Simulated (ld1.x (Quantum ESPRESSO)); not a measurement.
## Which change was made? (Sn, TM)

ld1.x (Quantum ESPRESSO) 7.5 input, shortened:

```
&input
   title='Sn', zed=50., rel=1, dft='PBE', iswitch=3,
   config='[Kr] 4d10 5s2 5p1 5d-2'
 /
 &inputp
   pseudotype=2, tm=.true., lloc=1,
   nlcc=.true., rcore=1.30
 /
3
5S  1  0   2.00   0.00  1.95  1.95  0.0
5D  3  2  -2.00   0.05  1.70  1.70  0.0
5P  2  1   1.00   0.00  1.80  1.80  0.0
 &test
   configts(1)='5s2 5p1'
 /
```

Cutoffs, loose and tight: the cutoffs (Ry, on a coarse ladder) from which the occupation-weighted sum of valence levels, in a spherical-Bessel basis at the reference potential, stays within 10 and 1 mRy of its value at 400 Ry. They do not see the model core or the augmentation charge, which bear on the density cutoff. Test errors are all-electron minus pseudo excitation energies from the reference, over the configurations 5s2 5p2; 5s2 5p0; 5s1 5p0; 5s1 5p3; 5s1 5p2; 5s2 5p2.3; 5s2 5p1.5; variants that change the core or the reference have their own tests.

The base gives: outcome: generated; cutoff, loose: 30 Ry; cutoff, tight: 45 Ry; bound ghosts: s, d; largest test error (meV): -265.

After one change the result is: outcome: generated; cutoff, loose: 100 Ry; cutoff, tight: 140 Ry; bound ghosts: s; largest test error (meV): -273. Which change was it?
A. all radii but the core radius scaled by about 1.23 (s 2.40, p 2.22, d 2.10 bohr)
B. all radii but the core radius scaled by about 0.84 (s 1.64, p 1.52, d 1.44 bohr)
C. all radii but the core radius scaled by about 1.40 (s 2.74, p 2.52, d 2.38 bohr)

B. The others give: all radii but the core radius scaled by about 1.23 (s 2.40, p 2.22, d 2.10 bohr) → outcome: generated; cutoff, loose: 18 Ry; cutoff, tight: 30 Ry; bound ghosts: d; largest test error (meV): -239 | all radii but the core radius scaled by about 1.40 (s 2.74, p 2.52, d 2.38 bohr) → outcome: generated; cutoff, loose: 12 Ry; cutoff, tight: 21 Ry; bound ghosts: d; largest test error (meV): -263.
